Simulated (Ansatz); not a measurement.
`F/C=N/[SiH](F)Cl`, 8 atoms. Charge 0, multiplicity 1. All runs use 4 threads of an Arm Neoverse V2 on a shared host. Correlated methods freeze the cores.

(1) Give the basis size and wall time and peak host memory of each of these runs in Ansatz. direct RPA on PBE orbitals/def2-TZVPP energy; RKS r2SCAN-D4/def2-TZVPP energy and forces; RKS B97M-V/def2-TZVPP energy; RHF-CCSD(T)/def2-TZVPP energy; RKS ωB97X-V/def2-TZVPP energy; RKS ωB97M-V/def2-TZVPP energy and forces; RKS ωB97M-V/def2-QZVPP energy; RKS PBE0-D4/def2-TZVP frequencies; RHF-CCSD(T)/def2-SVP energy; RKS PBE0-D4/def2-TZVP relaxation (12 steps); RKS ωB97M-V/def2-SVP energy; RKS PBE0-D4/def2-SVP energy. (Best estimate.)

Results:

(1) Computed: Other jobs shared the machine, so times are rough.

| level | job | functions | wall time | peak host memory (GiB) |
| --- | --- | --- | --- | --- |
| RKS PBE0-D4/def2-SVP | energy | 102 | 1.1 s | 0.2 |
| RKS ωB97M-V/def2-SVP | energy | 102 | 4.7 s | 0.3 |
| RKS r2SCAN-D4/def2-TZVPP | energy and forces | 236 | 5.5 s | 0.33 |
| direct RPA on PBE orbitals/def2-TZVPP | energy | 236 | 5.5 s | 0.52 |
| RHF-CCSD(T)/def2-SVP | energy | 102 | 5.5 s | 0.44 |
| RKS ωB97X-V/def2-TZVPP | energy | 236 | 8 s | 0.73 |
| RKS B97M-V/def2-TZVPP | energy | 236 | 10 s | 0.39 |
| RKS ωB97M-V/def2-TZVPP | energy and forces | 236 | 12 s | 0.84 |
| RKS ωB97M-V/def2-QZVPP | energy | 428 | 19 s | 1.8 |
| RKS PBE0-D4/def2-TZVP | relaxation (12 steps) | 210 | 51 s | 0.58 |
| RKS PBE0-D4/def2-TZVP | frequencies | 210 | 2.3 min | 0.59 |
| RHF-CCSD(T)/def2-TZVPP | energy | 236 | 2.9 min | 4.5 |
